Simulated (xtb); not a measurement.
H3OSi, SMILES [OH+]=[SiH2], charge +1. All values are semi-empirical tight-binding results from xtb (GFN2-xTB unless named), good for trends rather than for accurate numbers. Geometry optimised at GFN2-xTB. The isomer is the one that the SMILES or the coordinates give; other isomers of the formula were not compared.

```
Item                                             Value
--------------------------------------  --------------
point group as xtb finds it                         Cs
orbital gap                                    4.52 eV
zero-point energy                        17.4 kcal/mol
G − E(el) at 298.15 K (modified RRHO)     2.4 kcal/mol
static polarisability (D4 model)            39.5 bohr³
solvation energy, GFN2-xTB/ALPB(water)  -61.9 kcal/mol
solvation energy, GFN2-xTB/ALPB(thf)    -52.9 kcal/mol
```
